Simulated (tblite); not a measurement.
Run record: molecular-dynamics run, `OCC(F)(F)C(F)(F)F` (2,2,3,3,3-pentafluoro-1-propanol).

Computed with GFN2-xTB (tblite), gas phase: Langevin dynamics at 300 K from the optimised GFN2-xTB geometry, time step 0.5 fs, friction 0.01 fs⁻¹, 2000 steps. A driver script takes a list of jobs; this job's settings line and coordinates (Å) are shown. «temperature» is in K, «steps» counts time steps and «every» is the stride of the printed frames; «frames» go on to single points.

Command:
```bash
OMP_NUM_THREADS=1 python probes_run.py task.json out
```

Input:
```
{"job": {"kind": "md", "xc": "GFN2-xTB", "basis": "xTB", "temperature": 300, "steps": 2000, "every": 50, "frames": 5}, "charge": 0, "multiplicity": 1}
O      2.247994    -0.325092     0.154918
C      1.077800     0.335972    -0.191069
C     -0.169312    -0.378600     0.357823
F     -0.200349    -1.661154    -0.091802
F     -0.153151    -0.454140     1.704805
C     -1.481585     0.317605    -0.079426
F     -1.477804     1.599299     0.295698
F     -1.596102     0.297025    -1.410818
F     -2.561888    -0.255933     0.431938
H      2.229283    -1.233922    -0.173641
H      1.132674     1.331804     0.255896
H      0.953638     0.426450    -1.280350
```

Problem. What does the run print? One trajectory will do; the random numbers aren't given.

Solution. 
```
t/fs     T/K      E/eV
    0.0   261.5   -970.61596
   25.0   195.9   -970.44276
   50.0   228.6   -970.40161
   75.0   281.6   -970.37331
  100.0   161.0   -970.34153
  125.0   207.9   -970.36336
  150.0   198.1   -970.43593
  175.0   188.0   -970.35738
  200.0   247.5   -970.43453
  225.0   202.0   -970.30805
  250.0   265.7   -970.26135
  275.0   241.8   -970.31992
  300.0   347.9   -970.29728
  325.0   378.0   -970.08473
  350.0   262.3   -970.19791
  375.0   223.2   -970.27729
  400.0   274.9   -970.29246
  425.0   247.8   -970.29375
  450.0   291.3   -970.15690
  475.0   308.5   -970.22523
  500.0   318.3   -970.23113
  525.0   323.0   -970.29809
  550.0   302.9   -970.38244
  575.0   260.7   -970.26929
  600.0   209.5   -970.17067
  625.0   285.9   -970.27771
  650.0   232.8   -970.25075
  675.0   266.2   -970.32968
  700.0   374.8   -970.35425
  725.0   363.3   -970.16629
  750.0   242.9   -970.04124
  775.0   214.9   -970.17212
  800.0   309.4   -970.35505
  825.0   270.7   -970.15966
  850.0   273.5   -970.13946
  875.0   329.2   -970.16814
  900.0   233.7   -970.23754
  925.0   213.6   -970.24761
  950.0   237.6   -970.24819
  975.0   347.8   -970.38152
 1000.0   290.6   -970.30319
```

E is the potential energy; T comes from the kinetic energy over all 3N coordinates.

Problem. Sum up the printed frames.

Solution. 41 frames over 1000 fs. T runs from 161 K (100 fs) to 378 K (325 fs), with a mean of 266 K over all frames and 281 K from 500 fs on. E starts at -970.616 eV, peaks 0.575 eV above that at 750 fs, and averages 0.369 eV above it from 500 fs on.

Problem. Give the last frame.

Solution. 0.24 Å rms from the start after alignment:
```
atom  x, y, z in Å
O1      1.739   -0.276    0.656
C2      0.591   -0.091   -0.120
C3     -0.618   -0.529    0.716
F4     -0.315   -1.781    1.163
F5     -0.656    0.232    1.869
C6     -1.905   -0.443   -0.059
F7     -2.233    0.856    0.014
F8     -1.712   -0.825   -1.339
F9     -3.008   -1.088    0.368
H10     1.739   -1.198    1.016
H11     0.545    0.970   -0.368
H12     0.700   -0.591   -1.063
```

Time: 7.4 s wall; peak memory 0.18 GiB. Hardware: Arm Neoverse V2, one thread, no GPU, shared host.
